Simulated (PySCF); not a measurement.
Job for PySCF: R-BP86/6-31G* on BH4NO2 (SMILES NB(O)O), a point of a torsion scan.

```python
from pyscf import gto, scf, dft, mp
from pyscf.data.elements import chemcore

mol = gto.M(
    atom='''
    N     1.14456809   -0.13325206    0.19941513
    B    -0.22596664    0.12830855    0.08067893
    O    -1.08866947   -0.94111325    0.01644815
    O    -0.63665316    1.43664509    0.11758029
    H     1.81672244    0.59083400    0.36506906
    H     1.51062955   -1.06483694    0.23740963
    H    -1.91849940   -0.77713601   -0.42723978
    H    -1.58293102    1.56677582    0.08257663
    ''',
    basis='6-31g*',
    cart=True,
    charge=0, spin=0, verbose=3, max_memory=1800)
mf = dft.RKS(mol, xc='b88,p86')
mf.conv_tol = 1e-8
mf.max_cycle = 100
mf.kernel()
if not mf.converged:
    mf = mf.newton().run(mf.mo_coeff, mf.mo_occ)
```

Problem. Give the final energy of this run.

Solution. -232.5750 hartree.
